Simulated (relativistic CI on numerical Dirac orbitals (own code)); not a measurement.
# Calculated levels, Hf⁶⁴⁺

Method of calculation: Dirac-Coulomb-Breit CI, orbitals from a KLI potential per configuration, model QED (radiative potential, 1s self-energy scaled to tabulated hydrogen-like ionisation energies), unscaled Slater integrals (own radial code, finite nucleus).

CI space (outside the closed core 1s2): 2s2 2p4, 2s 2p5, 2p6, 2p5 3s, 2p5 3p, 2s2 2p3 3s, 2p5 3d, 2s2 2p3 3p, 2s2 2p3 3d, 2s 2p4 3s, 2s 2p4 3p, 2s 2p4 3d, 2s2 2p3 4s, 2s2 2p3 4p, 2s2 2p3 4d, 2s2 2p3 4f. Levels of other configurations are missing.

The lowest level is 2s2 2p4 3P_2, with 68 % of that term; Hund's rules for 2s2 2p4 give 3P with J = 2, in agreement.

| No. | Configuration | Term | J | E (eV) | % | Landé g | jj configuration (%) |
| --- | --- | --- | --- | --- | --- | --- | --- |
| 1 | 2s2 2p4 | 3P | 2 | 0.00 | 68 | 1.307 | 2p3/2^2 (100) |
| 2 | 2s2 2p4 | 1S | 0 | 58.61 | 65 |  | 2p3/2^2 (100) |
| 3 | 2s2 2p4 | 3P | 1 | 1233.53 | 100 | 1.470 | 2p1/2 2p3/2^3 (100) |
| 4 | 2s2 2p4 | 1D | 2 | 1252.44 | 68 | 1.123 | 2p1/2 2p3/2^3 (100) |
| 5 | 2s 2p5 | 3P° | 2 | 1625.17 | 100 | 1.464 | 2s 2p3/2^3 (100) |
| 6 | 2s 2p5 | 1P° | 1 | 1706.78 | 62 | 1.159 | 2s 2p3/2^3 (100) |
| 7 | 2s2 2p4 | 3P | 0 | 2509.91 | 65 |  | 2p3/2^4 (99) |
| 8 | 2s 2p5 | 3P° | 0 | 2870.32 | 100 |  | 2s 2p1/2 2p3/2^4 (100) |
| 9 | 2s 2p5 | 3P° | 1 | 2908.32 | 62 | 1.266 | 2s 2p1/2 2p3/2^4 (100) |
| 10 | 2p6 | 1S | 0 | 3370.99 | 99 |  | closed (99) |
| 11 | 2s2 2p3 3s | 3P° | 2 | 8170.35 | 49 | 1.485 | 2p3/2 3s (100) |
| 12 | 2s2 2p3 3s | 1P° | 1 | 8179.28 | 32 | 1.144 | 2p3/2 3s (100) |
| 13 | 2s2 2p3 3p | 3P | 1 | 8287.16 | 32 | 1.472 | 2p3/2 3p1/2 (100) |
| 14 | 2s2 2p3 3p | 3D | 2 | 8288.69 | 26 | 1.154 | 2p3/2 3p1/2 (100) |
| 15 | 2s2 2p3 3p | 3D | 3 | 8639.88 | 50 | 1.319 | 2p3/2 3p3/2 (100) |
| 16 | 2s2 2p3 3p | 3P | 1 | 8640.36 | 35 | 1.332 | 2p3/2 3p3/2 (100) |
| 17 | 2s2 2p3 3p | 3P | 2 | 8668.73 | 45 | 1.311 | 2p3/2 3p3/2 (100) |
| 18 | 2s2 2p3 3p | 3P | 0 | 8694.28 | 70 |  | 2p3/2 3p3/2 (100) |
| 19 | 2s2 2p3 3d | 3D° | 2 | 8756.59 | 33 | 1.029 | 2p3/2 3d3/2 (99) |
| 20 | 2s2 2p3 3d | 3F° | 3 | 8764.64 | 27 | 1.071 | 2p3/2 3d3/2 (99) |
| 21 | 2s2 2p3 3d | 3D° | 1 | 8768.09 | 35 | 1.076 | 2p3/2 3d3/2 (100) |
| 22 | 2s2 2p3 3d | 3P° | 0 | 8771.58 | 64 |  | 2p3/2 3d3/2 (100) |
| 23 | 2s2 2p3 3d | 3F° | 4 | 8847.20 | 51 | 1.236 | 2p3/2 3d5/2 (100) |
| 24 | 2s2 2p3 3d | 3D° | 2 | 8858.81 | 34 | 1.221 | 2p3/2 3d5/2 (99) |
| 25 | 2s2 2p3 3d | 3D° | 3 | 8874.66 | 48 | 1.202 | 2p3/2 3d5/2 (99) |
| 26 | 2s2 2p3 3d | 3D° | 1 | 8886.72 | 33 | 1.070 | 2p3/2 3d5/2 (100) |
| 27 | 2s2 2p3 3s | 5S° | 2 | 9386.96 | 54 | 1.577 | 2p1/2 2p3/2^2 3s (100) |
| 28 | 2s2 2p3 3s | 3S° | 1 | 9398.94 | 55 | 1.298 | 2p1/2 2p3/2^2 3s (100) |
| 29 | 2s2 2p3 3s | 3D° | 3 | 9411.69 | 100 | 1.300 | 2p1/2 2p3/2^2 3s (100) |
| 30 | 2s2 2p3 3s | 1D° | 2 | 9420.25 | 67 | 1.022 | 2p1/2 2p3/2^2 3s (100) |
| 31 | 2s2 2p3 3s | 3P° | 0 | 9462.39 | 100 |  | 2p1/2 2p3/2^2 3s (100) |
| 32 | 2s2 2p3 3s | 3P° | 1 | 9465.85 | 67 | 1.301 | 2p1/2 2p3/2^2 3s (100) |
| 33 | 2s2 2p3 3p | 5P | 1 | 9501.05 | 46 | 1.635 | 2p1/2 2p3/2^2 3p1/2 (100) |
| 34 | 2s2 2p3 3p | 3F | 2 | 9509.22 | 34 | 1.196 | 2p1/2 2p3/2^2 3p1/2 (100) |
| 35 | 2s2 2p3 3p | 3F | 3 | 9526.22 | 44 | 1.081 | 2p1/2 2p3/2^2 3p1/2 (100) |
| 36 | 2s2 2p3 3p | 3P | 2 | 9565.03 | 51 | 1.298 | 2p1/2 2p3/2^2 3p1/2 (99) |
| 37 | 2s2 2p3 3p | 3D | 1 | 9575.09 | 74 | 0.635 | 2p1/2 2p3/2^2 3p1/2 (100) |
| 38 | 2s2 2p3 3p | 3P | 0 | 9622.06 | 65 |  | 2p1/2 2p3/2^2 3p1/2 (99) |
| 39 | 2s 2p4 3s | 5P | 3 | 9719.92 | 69 | 1.530 | 2s 2p3/2^2 3s (98) |
| 40 | 2s 2p4 3s | 3P | 2 | 9750.29 | 58 | 1.372 | 2s 2p3/2^2 3s (98) |
| 41 | 2s 2p4 3s | 3S | 1 | 9826.31 | 62 | 1.967 | 2s 2p3/2^2 3s (96) |
| 42 | 2s 2p4 3s | 3D | 1 | 9832.24 | 31 | 0.983 | 2s 2p3/2^2 3s (90) |
| 43 | 2s 2p4 3s | 3P | 2 | 9838.54 | 47 | 1.365 | 2s 2p3/2^2 3s (82) |
| 44 | 2s 2p4 3p | 5P° | 2 | 9845.52 | 30 | 1.582 | 2s 2p3/2^2 3p1/2 (99) |
| 45 | 2s 2p4 3p | 3D° | 3 | 9846.92 | 40 | 1.314 | 2s 2p3/2^2 3p1/2 (99) |

Energies count from the lowest computed level; ° marks odd parity. Filled j subshells are mostly left out of the jj labels.

The mean weight of the leading LS term, summed over parents, in these 45 levels is 57 %, and that of the leading jj configuration (from the same eigenvectors) 99 %, so jj coupling describes them better and the LS labels are nominal.

At this charge energies of transitions that change n are usually good to better than 1 %, and those within a shell (Δn = 0) to a few per cent.

LS names give the leading component of a level, which can be under half, so a name can repeat, a term be missing and a line seem to break the LS rules.
